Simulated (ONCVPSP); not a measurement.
niobium (Nb) ONCV: all-electron and pseudo phase curves

ONCVPSP 4.0.1 input, shortened (lines: element, Z, core and valence counts, functional; n l f; lmax; l rc ep ncon nbas qcut; lloc lpopt rc5 dvloc0; l nproj debl; icmod fcfact rcfact), LDA (Perdew-Wang 92), scalar-relativistic:

```
  Nb 41.00    6    4  -001012      upf
    1    0    2.00
    2    0    2.00
    2    1    6.00
    3    0    2.00
    3    1    6.00
    3    2   10.00
    4    0    2.00
    4    1    6.00
    4    2    4.00
    5    0    1.00
    2
    0    1.65    0.00    4    8    8.80
    1    2.05    0.00    3    7    7.40
    2    1.95    0.00    3    8    4.60
    4    5    1.15    3.00
    0    3    3.00
    1    3    3.60
    2    1    0.60
    1    0.35    0.00
```

The phase is arctan(r·R′/R) of the radial function R(r), unwrapped; energies in Ha, scanned from -4 to 5 Ha. A pole is an energy at which the radial function vanishes at the test radius. The pseudo phase is shifted by a multiple of π to meet the all-electron one at the reference energy, and phase errors are pseudo minus all-electron; the curves can meet again beyond the range given. Levels narrower than the energy grid can be missing from the lists of poles.

For each channel, where are the poles, and over which energies does the pseudopotential scatter like the atom?

```
channel  radius (bohr)  reference energy (Ha)  poles, all-electron  poles, pseudo  unbroken range about the reference energy with phases within 0.05 rad  phase error 1 Ha above the reference energy (rad)
      s           1.68                  -0.15                -1.42          -1.42                                                        the whole range                                             +0.000
      p           2.08                  -1.27          -0.96, 4.47    -0.96, 4.47                                                        the whole range                                             -0.000
      d           1.98                  -0.12                 0.84           0.87                                                              below 1.8                                             +0.010
```

Phases in the p channel:

```
E (Ha)  all-electron  pseudo
 -3.98         1.333   1.333
 -3.50         1.304   1.304
 -3.02         1.260   1.260
 -2.54         1.183   1.183
 -2.06         0.984   0.984
 -1.58        -0.275  -0.275
 -1.10        -1.484  -1.484
 -0.62        -1.708  -1.708
 -0.14        -1.854  -1.854
  0.34        -2.052  -2.052
  0.82        -2.504  -2.504
  1.30        -3.540  -3.540
  1.78        -4.189  -4.189
  2.26        -4.424  -4.424
  2.74        -4.537  -4.537
  3.22        -4.606  -4.606
  3.70        -4.654  -4.654
  4.18        -4.692  -4.692
  4.66        -4.725  -4.725
```
